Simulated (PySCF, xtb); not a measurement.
HSi, SMILES [SiH] (connectivity only; charge and spin as stated), charge +1, multiplicity 1.

GFN2-xTB (xtb) at its own geometry gives an orbital gap of 2.39 eV.

Geometry: PBE-D3(BJ)/def2-TZVPD.

### Question
What does PySCF with CAM-B3LYP/def2-TZVPD give? (Estimate from the structure and the level; the computed values follow.)

### Answer
gap 7.40 eV (levels -16.74 and -9.34 eV).
